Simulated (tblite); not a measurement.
C₆H₁₄NP.
SMILES with atom numbers: `[CH2:1]=[CH:2][CH2:3][P:4]([CH3:5])[N:6]([CH3:7])[CH3:8]` (hydrogens: H9, H10 on C1; H11 on C2; H12, H13 on C3; H14, H15, H16 on C5; H17, H18, H19 on C7; H20, H21, H22 on C8)

A start from a force field or distance geometry was refined with GFN2-xTB geometry optimisation, gas phase (tblite). Values at the start:

```
 coordinate    start
      C1=C2  1.346 Å
      C1–H9  1.085 Å
     C1–H10  1.073 Å
      C2–C3  1.487 Å
     C2–H11  1.098 Å
      C3–P4  1.852 Å
     C3–H12  1.094 Å
      P4–C5  1.828 Å
      P4–N6  1.728 Å
     C5–H14  1.097 Å
      N6–C7  1.468 Å
     C7–H17  1.089 Å
     C7–H18  1.106 Å
   C1–C2–C3   124.9°
   C2–C3–P4   102.3°
   C3–P4–C5    99.4°
   C3–P4–N6   100.8°
   P4–N6–C7   115.1°
   P4–N6–C8   114.9°
   C5–P4–N6   100.2°
   C7–N6–C8   108.3°
C1–C2–C3–P4     120°
C2–C3–P4–C5     -78°
C3–P4–N6–C7     166°
```

Question: How do these coordinates change at the GFN2-xTB level?

Answer: 
| coordinate | GFN2-xTB (Å or °) | change |
| --- | --- | --- |
| C3–P4 | 1.884 | +0.032 |
| P4–C5 | 1.852 | +0.024 |
| C1=C2 | 1.322 | -0.024 |
| P4–N6 | 1.752 | +0.024 |
| C2–H11 | 1.083 | -0.015 |
| N6–C7 | 1.454 | -0.014 |
| C7–H18 | 1.097 | -0.009 |
| C5–H14 | 1.088 | -0.009 |
| C1–H9 | 1.078 | -0.007 |
| C1–H10 | 1.077 | +0.004 |
| C7–H17 | 1.086 | -0.003 |
| C2–C3 | 1.485 | -0.002 |
| C3–H12 | 1.092 | -0.002 |
| C2–C3–P4 | 110.8 | +8.5 |
| C3–P4–N6 | 95.7 | -5.1 |
| C3–P4–C5 | 96.2 | -3.2 |
| C5–P4–N6 | 97.1 | -3.1 |
| C7–N6–C8 | 109.3 | +1.0 |
| P4–N6–C8 | 114.3 | -0.6 |
| C1–C2–C3 | 124.6 | -0.3 |
| P4–N6–C7 | 114.9 | -0.2 |
| C2–C3–P4–C5 | -64 | +14 |
| C1–C2–C3–P4 | 112 | -8 |
| C3–P4–N6–C7 | 161 | -5 |

The energy falls by 0.230 eV over 105 L-BFGS steps, the largest force on an atom goes from 1.76 to 0.010 eV/Å, and the atoms move by 0.340 Å rms after alignment. The bond that changes most is C3–P4 (sp3 carbon bound to phosphorus to three-coordinate phosphorus), which lengthens by 0.032 Å. Bonds longer at the end by more than 0.005 Å: 3 of 21; shorter: 10. Among the dihedrals that turn most is H12–C3–P4–N6, from -59° to -39°. Rotational constants go from 3357, 988.8, 827.7 to 3216, 1002, 856.8 MHz.

Its GFN2-xTB frequencies are all real (lowest 46 cm⁻¹). The numbers are those of one conformer.

All values are computed, not measured.
